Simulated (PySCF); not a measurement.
Property card for `ClC(Cl)([SiH2]C(F)(F)F)Cl`

Species: C2H2Cl3F3Si.
Cartesian coordinates in Å at the PBE0-D3(BJ)/def2-SVP level; atoms count from 1:
```
atom  x, y, z in Å
F1    -2.537    0.144   -0.916
C2    -1.502   -0.483   -0.330
F3    -1.253   -1.588   -1.038
F4    -1.903   -0.863    0.886
Si5   -0.003    0.739   -0.274
C6     1.516   -0.110    0.519
Cl7    1.131   -0.617    2.177
Cl8    1.999   -1.515   -0.455
Cl9    2.832    1.096    0.541
H10    0.339    1.116   -1.668
H11   -0.392    1.898    0.568
```

Some functional groups and rings: CF3 group, C–F bond, C–Cl bond, Si–H bond and C–Si bond.

PBE0-D3(BJ)/def2-SVP geometry optimisation, gas phase (PySCF):

| Quantity | Value |
| --- | --- |
| Rotational constants A, B, C | 1.309, 0.542, 0.539 GHz |

wB97X-D/def2-SVPD ground state, ΔSCF and vertical TDDFT (core frozen in the response) (PySCF):

| Quantity | Value |
| --- | --- |
| Dipole moment | 1.66 D |
| HOMO energy | -10.79 eV |
| LUMO energy | 0.42 eV |
| HOMO–LUMO gap | 11.21 eV |
| Lowest singlet excitation | 6.31 eV (196 nm, f = 0.008) |
| Lowest triplet excitation (Tamm–Dancoff) | 5.77 eV |
| Static isotropic polarisability | 93.1 au |
| Vertical ionisation energy | 10.99 eV |
| Electronic spatial extent ⟨r²⟩ about the centre of nuclear charge | 2142 bohr² |

KT3/pcSseg-1 ground state and GIAO shieldings, non-relativistic (PySCF):

| Quantity | Value |
| --- | --- |
| 13C chemical shifts (computed TMS as zero) by class | 128.9 (C2), 110.0 (C6) ppm |
| 1H chemical shifts (computed TMS as zero) by class | 4.29 (H10/H11) ppm |
| Isotropic shieldings of nuclei other than C and H, by class | 231 (F1/F3/F4), 407 (Si5), 489 (Cl7/Cl8/Cl9) ppm |

Monoisotopic mass (most abundant isotopes): 215.8943 u.

The dipole equals about 5.5 × 10⁻³⁰ C·m (1 D = 3.33564 × 10⁻³⁰ C·m). No computed singlet falls in the visible range (750 to 380 nm, 1.65 to 3.26 eV); S1 lies 3.05 eV above its blue end. With B = h/(8π²I), that is 505.379 GHz u Å² over I, the principal moments of inertia are 386.0, 932.4 and 937.7 u Å² (most abundant isotopes); the inertial defect Ic − Ia − Ib is -380.7 u Å² (zero for a rigid planar frame, negative otherwise). The ΔSCF ionisation energy exceeds −ε(HOMO) by 0.20 eV with wB97X-D. The vertical singlet–triplet gap S1 − T1 is 0.54 eV (TDDFT singlet less Tamm–Dancoff triplet; S1: HOMO→LUMO, weight 0.92; T1: HOMO→LUMO, weight 0.86). S1 lies 4.90 eV below the HOMO–LUMO gap; its leading configuration is HOMO→LUMO, weight 0.92.

The shieldings hold no spin–orbit term; for a carbon that bears several chlorines this term is known to matter. NMR classes are plain means over equivalent atoms (diastereotopic ones count apart unless rotation or inversion swaps them), as if these changed places fast; in this geometry the members of some classes differ.

For the NMR shielding job (KT3/pcSseg-1), hardware: one thread of an Arm Neoverse N1, shared host with 64 logical CPUs at a one-minute load of 58. Cost: 59 s of wall time, 0.76 GiB resident at most.
